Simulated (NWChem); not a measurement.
System: EMIM (C₆H₁₁N₂ cation); SMILES CCn1cc[n+](C)c1

Excerpt of the output:

```
             Northwest Computational Chemistry Package (NWChem) 7.3.0
             --------------------------------------------------------

                             Geometry "geometry" -> ""
                             -------------------------

 Output coordinates in angstroms (scale by  1.889725989 to convert to a.u.)

  No.       Tag          Charge          X              Y              Z
 ---- ---------------- ---------- -------------- -------------- --------------
    1 C                    6.0000     0.31544900    -2.85659000     0.71500700
    2 C                    6.0000     0.27179500    -2.02520600    -0.55161900
    3 N                    7.0000    -0.06576200    -0.61863800    -0.29619700
    4 C                    6.0000    -1.31243100    -0.13636500     0.02162900
    5 C                    6.0000    -1.18514100     1.20739800     0.21816900
    6 N                    7.0000     0.13872500     1.51940300     0.01976600
    7 C                    6.0000     0.72060300     2.85042100     0.11893700
    8 C                    6.0000     0.79391800     0.39945900    -0.28853300
    9 H                    1.0000     1.07540600    -2.48410200     1.41721800
   10 H                    1.0000     0.57212800    -3.89369600     0.45646400
   11 H                    1.0000    -0.65762100    -2.87235600     1.22733500
   12 H                    1.0000     1.24065400    -2.02944000    -1.07041800
   13 H                    1.0000    -0.47428700    -2.40791400    -1.26327900
   14 H                    1.0000    -2.18832700    -0.77836200     0.07804900
   15 H                    1.0000    -1.92688500     1.95914200     0.47758400
   16 H                    1.0000     0.55723100     3.25152200     1.12789600
   17 H                    1.0000     1.79784500     2.78921300    -0.07378500
   18 H                    1.0000     0.25812300     3.51442900    -0.62341700
   19 H                    1.0000     1.85876300     0.32899700    -0.50340100

 Effective nuclear repulsion energy (a.u.)     381.3661509977

  xc_inp: hfexch multiplicative factor not found.

                                 NWChem DFT Module
                                 -----------------

 Summary of "ao basis" -> "ao basis" (spherical)
 ------------------------------------------------------------------------------
       Tag                 Description            Shells   Functions and Types
 ---------------- ------------------------------  ------  ---------------------
 C                           6-31g*                  6       14   3s2p1d
 N                           6-31g*                  6       14   3s2p1d
 H                           6-31g*                  2        2   2s

            General Information
            -------------------
          SCF calculation type: DFT
          Wavefunction type:  closed shell.
          No. of atoms     :    19
          No. of electrons :    60
           Alpha electrons :    30
            Beta electrons :    30
          Charge           :     1
          Spin multiplicity:     1
          Use of symmetry is: off; symmetry adaption is: off
          Maximum number of iterations: 150
          AO basis - number of functions:   134
                     number of shells:    70
          Convergence on energy requested:  1.00D-06
          Convergence on density requested:  1.00D-05
          Convergence on gradient requested:  5.00D-04

              XC Information
              --------------
                     Hartree-Fock (Exact) Exchange  1.000

[...]

                     NWChem Electrostatic Potential Fit Module
                     -----------------------------------------

 Atom parameters

 Number of atoms is                                   19
 Number of basis functions is                        134

 Grid parameters

 Maximum number of grid points is                  59797
 Number of grid points is                          59796
 Grid range                                     0.300000 nm
 Grid spacing                                   0.020000 nm
 Probe radius                                   0.070000 nm
 Atom radius factor                             1.000000

 Atomic radii

    1    0.100000
    6    0.147000
    7    0.140000
 FASTESP  F
  using M.O. file = ./job.movecs

    Atom              Coordinates                           Charge

                                                  ESP

    1 C     0.031545   -0.285659    0.071501   -0.107983
    2 C     0.027180   -0.202521   -0.055162    0.250204
    3 N    -0.006576   -0.061864   -0.029620    0.079524
    4 C    -0.131243   -0.013637    0.002163   -0.179658
    5 C    -0.118514    0.120740    0.021817   -0.186575
    6 N     0.013873    0.151940    0.001977    0.193708
    7 C     0.072060    0.285042    0.011894   -0.083226
    8 C     0.079392    0.039946   -0.028853   -0.131810
    9 H     0.107541   -0.248410    0.141722    0.032584
   10 H     0.057213   -0.389370    0.045646    0.063899
   11 H    -0.065762   -0.287236    0.122734    0.042250
   12 H     0.124065   -0.202944   -0.107042    0.011002
   13 H    -0.047429   -0.240791   -0.126328    0.007947
   14 H    -0.218833   -0.077836    0.007805    0.236482
   15 H    -0.192689    0.195914    0.047758    0.231996
   16 H     0.055723    0.325152    0.112790    0.096641
   17 H     0.179785    0.278921   -0.007379    0.096543
   18 H     0.025812    0.351443   -0.062342    0.094383
   19 H     0.185876    0.032900   -0.050340    0.252091
                                            ------------
                                                1.000000

 Dipole moment                                  0.642016

 Quadrupole moment Qxx                         -0.807504
                   Qyy                         25.520926
                   Qzz                        -24.713422

 RMS deviation kJ/mol                           0.047024

 RRMS %                                         3.361536
```

Level: Hartree-Fock/6-31G* (spherical d). The geometry was optimised at PBE0/def2-SVP. No frequency run checked for a minimum.

Question: Write an input that gives this output.

Answer: One answer among several that fit: the input that was run:
```
start job
memory heap 200 mb stack 900 mb global 1100 mb
charge 1
geometry units angstroms noautosym nocenter noautoz
  C      0.315449    -2.856590     0.715007
  C      0.271795    -2.025206    -0.551619
  N     -0.065762    -0.618638    -0.296197
  C     -1.312431    -0.136365     0.021629
  C     -1.185141     1.207398     0.218169
  N      0.138725     1.519403     0.019766
  C      0.720603     2.850421     0.118937
  C      0.793918     0.399459    -0.288533
  H      1.075406    -2.484102     1.417218
  H      0.572128    -3.893696     0.456464
  H     -0.657621    -2.872356     1.227335
  H      1.240654    -2.029440    -1.070418
  H     -0.474287    -2.407914    -1.263279
  H     -2.188327    -0.778362     0.078049
  H     -1.926885     1.959142     0.477584
  H      0.557231     3.251522     1.127896
  H      1.797845     2.789213    -0.073785
  H      0.258123     3.514429    -0.623417
  H      1.858763     0.328997    -0.503401
end
basis spherical
  * library 6-31g*
end
dft
  xc hfexch
  iterations 150
  mulliken
end
task dft energy
esp
  recalculate
  probe 0.07
  range 0.3
  factor 1.0
  spacing 0.02
end
task esp
```
